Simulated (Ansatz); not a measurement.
Pulling the pair apart

The pair of F⁻ (SMILES [F-], atom 1) and BF₃ (SMILES FB(F)F, atoms 2–5), both closed shells, in one local arrangement (a lower one may exist), relaxed at PBE0-D4/def2-TZVPD:

```xyz
5
angstrom
F -0.0715 0.1092 -1.3997
F 0.5827 1.1636 0.5317
B 0.0000 -0.0000 -0.0000
F -1.2948 -0.1574 0.5244
F 0.7835 -1.1155 0.3435
```

BF₃ is shifted rigidly along the line between the mean atom positions of the two fragments (negative: closer). Counterpoise interaction energies in kJ/mol. Computed with Ansatz 0.2.0 (basis: def2-TZVPPD); correlated methods freeze the cores. B3LYP uses VWN-RPA correlation.

| shift (Å) | PBE0-D4 | B3LYP-D4 | PBE-D4 |
| --- | --- | --- | --- |
| -0.14 | -498.5 | -473.9 | -442.3 |
| -0.07 | -527.6 | -504.7 | -475.8 |
| 0.00 | -535.6 | -514.4 | -488.3 |
| 0.07 | -529.8 | -510.3 | -486.9 |
| 0.17 | -507.6 | -490.4 | -470.6 |
| 0.35 | -446.9 | -433.7 | -420.0 |
| 0.70 | -327.0 | -320.5 | -315.0 |
| 1.41 | -171.6 | -171.5 | -175.2 |

Task: What does CCSD(T) give at these shifts? (Judge from chemistry; the value comes from the calculation.)

Result: By the calculation: -484.8, -516.7, -526.8, -522.5, -501.5, -441.7, -320.6, -162.7 kJ/mol. For zero shift, CCSD(T) at an estimated basis limit (MP2 extrapolated from triple and quadruple zeta, plus CCSD(T) − MP2 in triple zeta) gives -540.6 kJ/mol. These are counterpoise interaction energies, counted from the two frozen fragments.

T1 diagnostic: at most 0.020.

For scale, one of the runs: CCSD(T)/def2-TZVPPD, 197 basis functions, launched by `ansatz run in.yaml --threads 4 --pin off --events-out ev --progress --plain --max-ram 9574MiB`. The run took 32 s on 4 CPU threads of an Arm Neoverse V1 (shared host), with 1.8 GiB of host memory at its peak.
